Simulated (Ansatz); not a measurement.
The cluster Si₅Te₃, relaxed as a singlet with RKS PBE-D4/def2-SVP in Ansatz, starting from the GFN2-xTB geometry. Force threshold 0.02 eV/Å.

In the def2 sets Te takes a core potential; there is no spin–orbit coupling. Another isomer (singlet) lies 1.34 eV lower at PBE0-D4/def2-TZVP; other spin states weren't run for this one.

Start:

Cartesian coordinates in Å:
```
Si -0.783 0.299 1.870
Si -2.620 0.841 0.668
Si 1.563 -1.018 0.401
Si 1.228 -0.305 2.576
Si 0.955 -1.602 -1.714
Te 2.528 0.637 -1.212
Te -1.375 1.921 -1.388
Te -1.495 -0.773 -1.200
```

Question: Estimate the energy that the relaxation releases and the steps that it takes.

Answer: 1.45 eV, in 21 steps; 55 s on 4 threads of Arm Neoverse V1 on a shared host. No frequencies were taken in this run, so the end may be a saddle point.

Question: Does the start keep its bonding and symmetry?

Answer: Bonds lost: Si3–Si5 (atoms count from 1). Bonds formed: Si1–Si3, Si1–Si5 (atoms count from 1).

Question: Predict the relaxed structure.

Answer: 
```xyz
8

Si   -0.305   -0.424    1.103
Si   -2.647   -0.051    0.436
Si    1.984   -0.027    0.677
Si    1.145    0.401    2.722
Si    0.309   -1.599   -0.959
Te    2.726   -0.636   -1.576
Te   -1.690    2.283   -0.371
Te   -1.523    0.052   -2.032
```
Bond lengths: 5 × Si–Si 2.25 to 2.46 Å; 5 × Si–Te 2.45 to 2.71 Å; 1 × Te–Te 2.79 Å.
